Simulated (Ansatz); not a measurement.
SiGe₂⁻. Charge -1, multiplicity 2. Geometry PBE0-D4/def2-TZVPD; atoms count from 1.

```xyz
3

Si    0.326   -1.109    0.545
Ge    1.064    0.747   -0.615
Ge   -1.390    0.362    0.071
```

The structure comes from a short search, and lower isomers may exist.

(1) Estimate the Mulliken populations from the PBE0/def2-TZVPD orbitals of Ansatz.

(2) Where does the spin sit?

(3) And the Mayer bond orders between heavy atoms (over 0.3)?

Results:

(1) 
| atom | charge (e) | spin (α − β) |
| --- | --- | --- |
| Si1 | -0.41 | 0.15 |
| Ge2 | -0.29 | 0.42 |
| Ge3 | -0.29 | 0.42 |
Mulliken values depend strongly on the basis. With diffuse functions, as here, like atoms can get unlike values, and bond orders can come out too low or too high.

(2) Summed by element: Si 0.15, Ge 0.85, of 1 unpaired in all. Largest on single atoms: Ge3 0.42, Ge2 0.42, Si1 0.15.

(3) Si1–Ge2 1.48 (2.31 Å); Si1–Ge3 1.48 (2.31 Å); Ge2–Ge3 1.10 (2.58 Å).
